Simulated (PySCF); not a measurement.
Input of a run (PBE0-D3(BJ)/def2-SVP geometry optimisation, gas phase (PySCF 2.14.0)), started from GFN2-xTB:
```
{"job": {"xc": "PBE0", "basis": "def2-SVP", "d3": "d3bj", "grid": 1, "shake": 0.01, "kind": "geom"}, "charge": 0, "multiplicity": 1}
C      3.231620    -0.520590    -0.786260
C      3.614740     0.733280    -0.397510
S      2.407050     1.536440     0.539080
C      1.378170     0.192740     0.410720
Si    -0.333940     0.248720     1.225400
C     -1.626020     1.294110     0.276220
C     -2.356780     0.325310    -0.662080
Si    -2.355460    -1.385550     0.162110
O     -1.031710    -1.216220     1.112090
C      1.911650    -0.805420    -0.317810
H      3.801090    -1.163430    -1.377960
H      4.555670     1.232630    -0.592430
H     -0.279220     0.549130     2.656680
H     -1.226450     2.136400    -0.266830
H     -2.337070     1.694260     0.995210
H     -1.821430     0.275380    -1.598760
H     -3.354620     0.723150    -0.907680
H     -3.505720    -1.598820     1.077100
H     -2.105450    -2.512230    -0.731750
H      1.382870    -1.723890    -0.521210
```

Output (energies in Eh, forces in Eh/bohr):
```
step   0  E = -1285.88356605  max force = 0.042857
step   1  E = -1285.89488683  max force = 0.008470
step   2  E = -1285.89539773  max force = 0.007459
step   3  E = -1285.89548653  max force = 0.004531
step   4  E = -1285.89581374  max force = 0.001469
step   5  E = -1285.89586625  max force = 0.001579
step   6  E = -1285.89591211  max force = 0.000342
step   7  E = -1285.89595695  max force = 0.000811
step   8  E = -1285.89601493  max force = 0.001132
step   9  E = -1285.89606522  max force = 0.000694
step  10  E = -1285.89607572  max force = 0.000322
optimisation converged
```

Question: Summarise the run.

Answer: The energy falls by 0.340 eV over 11 energy and gradient evaluations, the largest force component goes from 0.0429 to 3.2e-04 Eh/bohr, and the atoms move by 0.228 Å rms after alignment. The bond that changes most is Si5–O9 (oxygen-bound silicon to siloxane oxygen), which lengthens by 0.053 Å. Bonds longer at the end by more than 0.005 Å: 14 of 21; shorter: 4. Among the angles that change most is O9–Si5–H13, from 105.6° to 111.2°. Among the dihedrals that turn most is H13–Si5–C6–C7, from -136° to -150°. The energy never rose by more than 1e-6 Eh on the way. The first step brought 90 % of the lowering.

Question: What are the final bond lengths?

Answer: C1–C2 1.371 Å, C2–S3 1.715 Å, S3–C4 1.726 Å, C4–Si5 1.862 Å, Si5–C6 1.893 Å, C6–C7 1.545 Å, C7–Si8 1.895 Å, Si8–O9 1.684 Å, C4–C10 1.381 Å, C1–C10 1.422 Å, Si5–O9 1.680 Å, C1–H11 1.091 Å, C2–H12 1.090 Å, Si5–H13 1.490 Å, C6–H14 1.102 Å, C6–H15 1.104 Å, C7–H16 1.104 Å, C7–H17 1.102 Å, Si8–H18 1.494 Å, Si8–H19 1.492 Å, C10–H20 1.092 Å. Numbering counts from 1 in the input's order; the species is `c1csc([Si@H]2CC[SiH2]O2)c1`.

The run used 202 basis functions and 79 SCF cycles in all. The run took 4.0 min of wall time on one thread of an Arm Neoverse V2, no GPU, shared host with 96 logical CPUs at a one-minute load of 52, and the process peaked at 0.99 GiB of memory.

PBE0-D3(BJ)/def2-SVP frequencies: not computed here. One conformer, not necessarily the lowest.
